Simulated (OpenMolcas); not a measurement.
Nb4+ (d1) in a complex was computed by SS-CASPT2, IPEA 0.25 Eh, imaginary shift 0.1 Eh with the d shell active (OpenMolcas, ANO-RCC-VDZP on the metal). Its lowest spin-free states, and all those of the highest spin:

| 2S+1 | Degeneracy | E (cm-1) |
| --- | --- | --- |
| 2 | 2 | 0 |
| 2 | 3 | 10100 |

Q: Is the site octahedral, tetrahedral or cube-like, axial, or of lower symmetry?

A: The states with 2S+1 = 2 have orbital degeneracies 2, 3. Threefold states need a cubic site. For d1 at this spin an octahedron puts the threefold T2 below the twofold E and a tetrahedron or cube puts the twofold E below the threefold T2, so the site is a tetrahedron or a cube, which this pattern cannot tell apart. The first gap at this spin, 10100 cm-1, is |10Dq| in ligand-field theory. The run had Nb4+ with 4 ligands (chloride) in tetrahedral coordination (Td) at 2.24 Å. Ligand basis ANO-RCC-VDZP.

Over all roots computed the reference weight is 0.72; a low but even weight reflects the number of correlated electrons. An orbital doublet at a regular site is open to a Jahn-Teller distortion, which this geometry leaves out. The least metal-like active orbital is 68 % on the metal (Löwdin) and no ligand orbital is active, so the numbers are rough. Ligand-to-metal charge-transfer states are missing. With one d shell and no ligand orbital active, 10Dq can be off by a tenth or more. The distance lies 3 % under the 2.31 Å that this model takes as the normal distance (a Shannon-type radius plus a fixed donor radius); by an R⁻⁵ law this alone changes a d-shell field by about +17 %. No measured value stands beside these numbers; the geometry is a model, was not optimised and need not be the one that this ion takes.
